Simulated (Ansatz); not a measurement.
System: C$_{5}$H$_{7}$Si, charge 0, multiplicity 2. It need not be the lowest isomer of its formula. 
Geometry from a B3LYP-D3(BJ)/def2-TZVP (Ansatz, a first-principles code) optimisation:
SMILES: [C]1=C(CC=C1)[SiH3]
```xyz
13

Si     2.0956     0.1303     0.0171
C      0.2468     0.0812     0.0483
C     -0.6078     0.9044     0.6572
C     -2.0113     0.5809     0.4797
C     -2.0513    -0.5204    -0.2927
C     -0.6521    -0.9470    -0.6423
H      2.5775     1.2824     0.8095
H      2.6593    -1.1235     0.5771
H      2.5898     0.2501    -1.3776
H     -2.8459     1.1257     0.8923
H     -2.9378    -1.0407    -0.6268
H     -0.4386    -1.9618    -0.2885
H     -0.4897    -0.9517    -1.7259
```
Charge 0, spin multiplicity 2.

Total electronic energies in hartree. Correlated levels leave the core frozen unless marked. UHF or UKS for open shells. No spin-orbit coupling. Non-relativistic. Basis-set limits of correlation are two-point, X^-3; Hartree-Fock from the larger set.

The UHF reference is spin-contaminated (<S^2> 0.48 over the pure value in the largest basis). 

```csv
level,program,energy (Eh)
HF/cc-pVTZ,Ansatz,-482.32608
RI-HF/cc-pV(T+d)Z,Ansatz,-482.32936
BLYP/def2-TZVPD,Ansatz,-484.09049
PBE0/STO-3G,Ansatz,-478.06681
PBE0/def2-TZVP,Ansatz,-483.82549
BHLYP-D4/def2-TZVPD,Ansatz + dftd4,-484.08025
BHLYP/def2-TZVPD,Ansatz,-484.06598
HSE06-D4/def2-TZVPD,Ansatz + dftd4,-483.81754
B2GP-PLYP/def2-TZVPD,Ansatz,-483.79711
"RI-MP2/CBS(cc-pV(T+d)Z,cc-pV(Q+d)Z)",Ansatz,-483.2992
SCS-MP2/cc-pVTZ,Ansatz,-483.17906
CCSD/6-31G,Ansatz,-482.62752
CCSD/cc-pwCVTZ,Ansatz,-483.27087
"CCSD/CBS(cc-pV(T+d)Z,cc-pV(Q+d)Z)",Ansatz,-483.3547
"CCSD(T)/CBS(cc-pV(T+d)Z,cc-pV(Q+d)Z)",Ansatz,-483.4078
```

Totals of different functionals don't rank their quality; only differences between species are comparable.
